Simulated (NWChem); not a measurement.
C4H7F; SMILES CC(C)=CF

Results from NWChem. Pople sets run with spherical d functions. All runs use the structure optimised with B3LYP/6-31G* (spherical d). Level: B3LYP/6-31G* with SMD (1 M gas to 1 M solution), gas-phase geometry.

Problem. Predict the results for solvent toluene. Quantities: solvation free energy (kcal/mol); cavity-dispersion-structure term (kcal/mol); dipole in solution (D).

Solution. 
| Property | Result |
|---|---|
| solvation free energy (kcal/mol) | -2.4 |
| cavity-dispersion-structure term (kcal/mol) | -1.0 |
| dipole in solution (D) | 1.74 |
